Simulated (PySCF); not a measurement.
A structure optimised at B3LYP-D3(BJ)/def2-SVP, used in a PySCF frequency run:

```
Ga
C 1 1.9866
H 2 1.0998 1 112.69
H 2 1.1020 3 109.13 1 123.68
H 2 1.1044 3 108.02 4 116.27
C 1 1.9870 2 121.36 3 162.32
H 6 1.1008 1 111.89 2 147.59
H 6 1.1014 7 109.24 1 124.32
H 6 1.1042 7 107.38 8 116.55
As 1 2.4526 2 119.44 3 -22.15
H 10 1.5299 1 92.74 2 141.77
H 10 1.5300 11 93.24 1 92.70
```
Charge 0, spin multiplicity 1.

Q: Write its SMILES and formula.

A: [CH3][Ga]([CH3])[AsH2], C2H8AsGa

Q: What are its rotational constants (standard atomic weights)?

A: 4.7378, 1.4029, 1.1079 GHz
